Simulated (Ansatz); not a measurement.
Cs₂H₂ (the lowest singlet isomer of a short search), 4 atoms. Hardware: 4 threads of Arm Neoverse V2 on a shared host.

In the def2 sets Cs takes a core potential; there is no spin–orbit coupling. Correlated methods freeze no core orbitals; core or outer-core shells of Cs are correlated, in sets that lack core-valence functions.

Question: How many basis functions does each of these Ansatz runs have, and roughly what does it cost? PBE0-D4/def2-SVP, charge 0 singlet, energy, from earlier orbitals; B97M-V/def2-TZVP, charge 0 triplet, energy, from earlier orbitals; PBE0-D4/def2-TZVP, charge 0 quintet, energy, from earlier orbitals; PBE-D4/def2-TZVP, charge 0 unrestricted singlet, energy, from earlier orbitals; MP2/def2-TZVP, charge 0 quintet, energy, from earlier orbitals; LDA (SPW92)/def2-TZVP, charge 0 singlet, energy, from earlier orbitals; PBE0-D4/def2-TZVP, charge 0 singlet, relaxation, 4 steps; PBE0-D4/def2-TZVP, charge 0 triplet, relaxation, 28 steps; MP2/def2-TZVP, charge 0 triplet, energy, from earlier orbitals; MP2/def2-TZVP, charge 0 singlet, energy, from earlier orbitals; r2SCAN-D4/def2-TZVP, charge 1 doublet at the geometry of the charge 0 singlet, energy, from earlier orbitals; r2SCAN-D4/def2-TZVP, charge 0 triplet, energy, from earlier orbitals.

Answer: Other jobs shared the machine, so times can vary by a factor of up to 3. A dash marks memory too small to be measured apart from the calling script's.

```csv
run,functions,fitting or Cholesky vectors,wall time,peak host memory (GiB)
"MP2/def2-TZVP, charge 0 singlet, energy, from earlier orbitals",70,648,0.15 s,–
"MP2/def2-TZVP, charge 0 quintet, energy, from earlier orbitals",70,649,0.2 s,–
"MP2/def2-TZVP, charge 0 triplet, energy, from earlier orbitals",70,650,0.25 s,–
"LDA (SPW92)/def2-TZVP, charge 0 singlet, energy, from earlier orbitals",70,724,0.4 s,–
"PBE0-D4/def2-SVP, charge 0 singlet, energy, from earlier orbitals",58,624,0.5 s,–
"PBE-D4/def2-TZVP, charge 0 unrestricted singlet, energy, from earlier orbitals",70,724,1 s,–
"r2SCAN-D4/def2-TZVP, charge 0 triplet, energy, from earlier orbitals",70,724,2.1 s,–
"r2SCAN-D4/def2-TZVP, charge 1 doublet at the geometry of the charge 0 singlet, energy, from earlier orbitals",70,724,2.1 s,–
"PBE0-D4/def2-TZVP, charge 0 singlet, relaxation, 4 steps",70,724,3 s,–
"PBE0-D4/def2-TZVP, charge 0 quintet, energy, from earlier orbitals",70,724,3.6 s,–
"B97M-V/def2-TZVP, charge 0 triplet, energy, from earlier orbitals",70,724,6 s,0.59
"PBE0-D4/def2-TZVP, charge 0 triplet, relaxation, 28 steps",70,726,36 s,–
```
